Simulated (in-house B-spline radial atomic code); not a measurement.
The numbers below are computed, except where a source is named.
## Ne in an electron gas of r_s = 1.5: phase shifts, screening and friction

A nucleus sits in a uniform electron gas with a rigid positive background. The Kohn-Sham equations are solved self-consistently in the spin-unpolarised LDA (PW92), non-relativistic, on B-splines with outgoing waves at the boundary and partial waves to l = 8. The model has no lattice, no bands and no magnetic solution. Atomic units; δ_l are the phase shifts at the Fermi level, counted so that each bound state adds π, and good to about 0.0005.

The density parameter is r_s = 1.5 bohr.

```tsv
l	δ_l (rad)
0	5.1212
1	2.7651
2	0.3163
3	0.0689
4	0.0170
5	0.0047
6	0.0013
7	0.0004
8	0.0001
```

Bound levels below the band bottom (hartree): s -29.87, s -1.079, p -0.2573.

Task: Check the Friedel sum rule, and say where the screening charge sits.

Result: k_F = (9π/4)^(1/3)/r_s = 1.27944. The rule is Z = (2/π) Σ (2l + 1) δ_l. The terms are s 3.260, p 5.281, d 1.007, f 0.307 and 0.146 beyond, in all 10.001 against Z = 10. Bound states hold 4 s, 6 p, 0 d electrons, so the scattering states carry 0.00 in all; where a term is smaller than its bound count, the bound level has drawn weight out of the band.

Task: Find the transport cross section and the electronic stopping of a 5 keV Ne ion (mass 20.18 u).

Result: σ_tr = (4π/k_F²) Σ (l + 1) sin²(δ_l − δ_(l+1)). The terms for l = 0 to 3 are 0.5001, 0.8158, 0.1799, 0.0108, all together 1.5074, so σ_tr = 7.677 × 1.5074 = 11.572 bohr². With n = 3/(4π r_s³) = 0.07074, the friction coefficient is Q = n k_F σ_tr = 1.0473. For v well below v_F = 1.279, dE/dx = Q v; with 24801 eV per u at v = 1, v = √(5000/(24801 × 20.18)) = 0.1000, so dE/dx = 0.10468 hartree/bohr = 53.8 eV/nm. The largest term couples the p and d waves.
